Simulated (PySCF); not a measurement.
Electron correlation in Cr³⁺ (chromium, charge +3)

[Ar] 3d3, high-spin 4F determinant. Computed with PySCF 2.14 in def2-TZVPPD, with the non-relativistic Hamiltonian (point nucleus). Frozen: [Ne]; 11 electrons correlated.

```json
{"level": "CCSD", "correlation energy (mhartree)": "-298.22"}
{"level": "(T)", "correlation energy (mhartree)": "-4.85"}
{"level": "CCSD(T)", "correlation energy (mhartree)": "-303.07"}
```

Diagnostics: T1 = 0.0037, D1 = 0.0083, largest double amplitude 0.037.

Question: Is a single reference adequate?

Answer: Yes: T1 lies below 0.03 and no double amplitude reaches 0.07.

This basis was not built for core-valence correlation, so the inner-shell part is incomplete.
